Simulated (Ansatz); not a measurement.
Reaction (formal exchange of groups at the Si–Si bond): `[SiH3][SiH]1O[SiH2][SiH2]1` + `C=CC` → `C=C(C)[SiH3]` + `O1[SiH2][SiH2][SiH2]1`

Computed with Ansatz on PBE0-D4/def2-TZVP structures; ΔE is electronic, products minus reactants. CCSD(T)/CBS adds triple-zeta CCSD(T) − MP2 to the extrapolated MP2 energy (def2 sets, frozen cores).

```csv
species,MP2/CBS(def2) energy (Eh)
`[SiH3][SiH]1O[SiH2][SiH2]1`,-1236.25067
`C=CC`,-117.68950
`C=C(C)[SiH3]`,-407.94531
`O1[SiH2][SiH2][SiH2]1`,-945.99514
```

Task: Work out ΔE.

Result: ΔE = (-407.94531) + (-945.99514) − (-1236.25067) − (-117.68950) = -0.00028 Eh = -0.7 kJ/mol. CCSD(T)/CBS gives +5.9 kJ/mol.

Largest T1 diagnostic among the species: 0.014.

From PBE to PBE0 (25 % exact exchange), in def2-TZVPP and without D4, ΔE moves by −3.1 kJ/mol.
